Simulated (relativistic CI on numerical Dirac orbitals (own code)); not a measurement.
## Sensitivity of the levels of Fe XIX to α and to the nuclear radius

These numbers are calculated, not measured: Dirac-Coulomb-Breit CI, separate exchange-only KLI orbitals for each configuration, derivatives by finite differences, unscaled Slater integrals, QED left out (own radial code, finite nucleus).

CI space (outside the closed core 1s2): 2s²2p⁴, 2s2p⁵, 2p⁶, 2p⁵3s, 2p⁵3p, 2p⁵3d, 2s²2p³3s, 2s²2p³3p. Levels of other configurations are missing.

With x = (α/α₀)² − 1 an excitation energy changes as ω = ω₀ + qx; K = 2q/ω₀ is the relative enhancement. Terms are leading LS components, so labels can repeat. The field-shift factor is F = δν/δ⟨r²⟩ for the transition from the lowest level.

Lowest level 2s²2p⁴ ³P2.

```
        Level  ω₀ (cm⁻¹)  q (cm⁻¹)  F (GHz/fm²)
   2s²2p⁴ ³P0      74184     41190       -0.548
   2s²2p⁴ ³P1      88891    100300       -0.191
   2s²2p⁴ ¹D2     170551     88770       -0.122
   2s²2p⁴ ¹S0     321347    163900        -2.75
   2s2p⁵ ³P°2     933422    124400        -88.9
   2s2p⁵ ³P°1     995445    178500        -89.1
   2s2p⁵ ³P°0    1040191    233300        -89.2
   2s2p⁵ ¹P°1    1287655    181900        -91.9
      2p⁶ ¹S0    2180219    257700         -176
2s²2p³3s ⁵S°2    6626144     10650         30.3
2s²2p³3s ³S°1    6677796     -1568           30
2s²2p³3s ³D°2    6784263     13720           30
2s²2p³3s ³D°1    6786443     24900         30.1
```

At this charge energies of transitions that change n are usually good to better than 1 %, and those within a shell (Δn = 0) to a few per cent.

(1) Which transition from the lowest level has the largest |K|?

## Answers

(1) 2s²2p⁴ ³P1 at 88891 cm⁻¹, K = 2.26.
